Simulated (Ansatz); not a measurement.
The same path of AlGeH₇NOSb (12 atoms, charge 0, multiplicity 1) was run twice with different band settings.

Method: RKS B3LYP/def2-SVP in Ansatz.

Relaxed end points:

```xyz
12
Properties=species:S:1:pos:R:3
Al -0.758 2.401 1.249
O -0.121 0.900 1.727
Sb -0.030 -1.094 1.798
N -0.372 -1.599 -0.159
Ge 0.575 -1.072 -1.662
H -0.043 3.709 1.780
H -2.042 2.458 0.319
H 1.686 -1.116 1.549
H -1.352 -1.816 -0.339
H 2.070 -1.232 -1.326
H 0.164 -1.994 -2.832
H 0.302 0.399 -2.071
```

```xyz
12
Properties=species:S:1:pos:R:3
Al -0.425 2.737 1.340
O -0.319 1.046 1.271
Sb 0.017 -0.868 1.733
N -0.411 -1.770 -0.052
Ge 0.300 -1.388 -1.723
H 0.326 3.522 2.497
H -1.288 3.483 0.242
H 1.705 -0.781 1.342
H -1.365 -2.130 -0.081
H 1.794 -1.085 -1.499
H 0.122 -2.638 -2.617
H -0.379 -0.183 -2.418
```

Common settings: movable images 5; climbing image yes; spring 5.0 eV/Å²; optimiser quadratic models (default); force threshold 0.05 eV/Å; iteration limit 42; end points relaxed.

| run | start path |
| --- | --- |
| 1 | IDPP |
| 2 | straight line |

(1) What does each run give, and how far can it be trusted?

Answers

(1) Run 1: converged after 4 iterations, highest image 0.005 eV above the first end. The highest image is an end point: on this band no image between the ends rises above it.
Run 2: converged after 4 iterations, highest image 0.005 eV above the first end. The highest image is an end point: on this band no image between the ends rises above it.
